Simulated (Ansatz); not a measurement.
The cluster TiF₃⁻: single points at one geometry.

```yaml
crystal:
  periodic: [false, false, false]
  atoms:
    - {symbol: Ti, position_ang: [0.003937, -0.002318, 0.002565]}
    - {symbol: F, position_ang: [0.457685, -0.880425, -1.464956]}
    - {symbol: F, position_ang: [-1.177187, -0.698953, 1.120666]}
    - {symbol: F, position_ang: [0.715576, 1.581696, 0.341724]}
basis:
  gaussian: {orbitals: def2-TZVPD, initial_orbitals: start.molden}
total_charge: -1
hamiltonian: {xc: pbe0, dispersion: d4}
scf: {omitted_lower_state_checks: [starts]}
output: {orbitals: {seedname: orbitals}}
```

The file start.molden holds the orbitals of an earlier run on this structure, at another level or in another basis.

```sh
$ ansatz run in.yaml --threads 2 --pin off --events-out ev --progress --plain --max-ram 4352MiB
```

It prints (some lines left out):

```
Functional definition: PBE0
1081 factors; their error is unknown
mean field evaluation 1: about -31257.4922 eV, gradient 2.1e2 eV
mean field evaluation 2: about -31262.2113 eV, gradient 6.9e0 eV
mean field evaluation 4: about -31262.5697 eV, gradient 6.7e-3 eV
mean field -31262.70664112 eV, -1148.8832784376 hartree, gradient 3.7e-5 eV, S^2 0.000000; 0 other end points of the search recorded, 0 dependent functions left out
reference -31262.70667344 eV, -1148.8832796254 hartree; 25, 25 occupied and 143, 143 virtual orbitals, 1081 factors
Total energy: -31262.76125807 eV, -1148.8852855734 hartree
Checks for a lower state left out: starts
```

It took 2.9 s on 2 threads of Intel Xeon Platinum 8488C on a shared host.

As the first input, with `hamiltonian: {xc: r2scan, dispersion: d4}` (abridged; 3.4 s):

```
Functional definition: r2SCAN
mean field -31272.06226878 eV, -1149.2270914125 hartree, gradient 1.2e-5 eV, S^2 0.000000
Total energy: -31272.07716023 eV, -1149.2276386634 hartree
Checks for a lower state left out: starts
```

The first input with `hamiltonian: {xc: pbe, dispersion: d4}` (abridged; 1.9 s):

```
Functional definition: PBE
mean field -31262.76361414 eV, -1148.8853721573 hartree, gradient 3.1e-5 eV, S^2 0.000000
Total energy: -31262.82857135 eV, -1148.8877592910 hartree
Checks for a lower state left out: starts
```

Geometry: PBE0-D4/def2-TZVP, that of the neutral doublet.

At PBE0-D4/def2-TZVPD, r2SCAN-D4/def2-TZVPD, PBE-D4/def2-TZVPD the highest occupied level of the charge -1 singlet lies above zero (up to 1.63 eV). By energy differences its removal costs 0.85 eV (vertical, to the charge 0 doublet, at PBE-D4/def2-TZVPD); a positive level beside a positive removal energy at the same level points to self-interaction error. The structure comes from a short search, and lower isomers may exist.
